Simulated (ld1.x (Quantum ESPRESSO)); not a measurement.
## Before and after: PAW potential for Tl (Z = 81)

ld1.x (Quantum ESPRESSO) 7.5 input, shortened:

```
&input
   title='Tl', zed=81., rel=1, dft='PBE', iswitch=3,
   config='[Xe] 4f14 5d10 6s2 6p0.75'
 /
 &inputp
   pseudotype=3, lpaw=.true., tm=.true., lloc=-2, rcloc=1.55,
   nlcc=.false.,
   which_augfun='PSQ', rmatch_augfun_nc=.true.
 /
6
6S  1  0   2.00   0.00  1.95  2.20  0.0
6S  1  0   0.00  -0.25  1.95  2.20  0.0
6P  2  1   0.75   0.00  2.40  2.65  0.0
6P  2  1   0.00   3.65  2.40  2.65  0.0
5D  3  2  10.00   0.00  0.95  1.35  0.0
5D  3  2   0.00  -0.25  0.95  1.35  0.0
 &test
   configts(1)='5d10 6s2 6p0.75'
 /
```

Change: core correction a·sin(br)/r model core inside 1.34 bohr.

Cutoffs: the cutoffs (Ry, on a coarse ladder) from which the occupation-weighted sum of valence levels, in a spherical-Bessel basis at the reference potential, stays within 10 and 1 mRy of its value at 400 Ry; they do not see the model core or the augmentation charge, which bear on the density cutoff. Errors are all-electron minus pseudo energies relative to the spin-unpolarised reference configuration.

Task: What does the change do?

Result: The potential gets neither clearly harder nor softer (60 Ry and 110 Ry → 60 Ry and 110 Ry); of the 7 tests that both files solve, the error grows in 4 and shrinks in 0 by more than 15 % and 0.3 meV (median size 1.5 → 2.3 meV); neither file shows a bound ghost. The default core radius of the base comes out at 0.93 bohr. A wider model core is smoother and lowers the density cutoff, which this test does not measure.

| quantity | base | changed |
| --- | --- | --- |
| cutoff, loose | 60 Ry | 60 Ry |
| cutoff, tight | 110 Ry | 110 Ry |
| bound ghosts | none | none |
| error for 5d10 6s2 6p1, meV [ΔE -0.76 eV] | +0.3 | +0.2 |
| error for 5d10 6s2 6p0, meV [ΔE 4.41 eV] | -1.6 | -1.6 |
| error for 5d10 6s1 6p0, meV [ΔE 25.19 eV] | -1.5 | -10 |
| error for 5d10 6s1 6p1, meV [ΔE 12.69 eV] | -2.8 | -4.1 |
| error for 5d9 6s2 6p2, meV [ΔE 13.96 eV] | -34 | -41 |
| error for 5d10 6s2 6p1.3, meV [ΔE -1.25 eV] | +0.6 | +0.3 |
| error for 5d10 6s1 6p2, meV [ΔE 6.65 eV] | -1.1 | -2.3 |
| s: phases at 2.89 bohr within 0.05 rad from the reference energy up to (Ry; the scan ends near 5) | 1.2 | 1.1 |
| p: phases at 2.89 bohr within 0.05 rad from the reference energy up to (Ry; the scan ends near 5) | 4.5 | 4.5 |
| d: phases at 2.89 bohr within 0.05 rad from the reference energy up to (Ry; the scan ends near 5) | to the end of the scan | to the end of the scan |
| lowest overlap eigenvalue by channel | s 0.37, p 0.71, d 0.01 | s 0.37, p 0.71, d 0.01 |
